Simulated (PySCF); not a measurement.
C₂H₅Te, SMILES [CH2][Te]C, multiplicity 2. Atoms are numbered in the order given.

```xyz
8

C      1.6945    -0.0411    -0.7676
Te    -0.0303    -0.0632     0.3677
C     -1.3615     0.3508    -1.2993
H      2.6471    -0.2368    -0.2710
H      1.6829     0.4106    -1.7623
H     -1.0937     1.3190    -1.7409
H     -1.2697    -0.4547    -2.0383
H     -2.3863     0.3886    -0.9069
```
Charge 0, spin multiplicity 2.

Geometry: B3LYP-D3(BJ)/def2-SVP. The isomer is the one that the SMILES or the coordinates give; other isomers of the formula were not compared. The def2 effective core potentials stand for the cores of Te; spin–orbit coupling is left out.

Computed with M06-2X/def2-TZVPD (PySCF).

Mulliken values depend strongly on the basis, most of all with diffuse functions as here. ESP charges are fitted to the potential on shells at 1.4 to 2.0 van der Waals radii. Atomic charges (e):

| atom | ESP fit | Mulliken | Mulliken spin |
|---|---|---|---|
| C1 | -0.63 | -0.64 | 1.08 |
| Te2 | 0.11 | 0.15 | 0.09 |
| C3 | -0.63 | -0.87 | 0.04 |
| H4 | 0.25 | 0.28 | -0.10 |
| H5 | 0.25 | 0.26 | -0.09 |
| H6 | 0.21 | 0.28 | -0.01 |
| H7 | 0.22 | 0.28 | -0.01 |
| H8 | 0.22 | 0.26 | 0.00 |
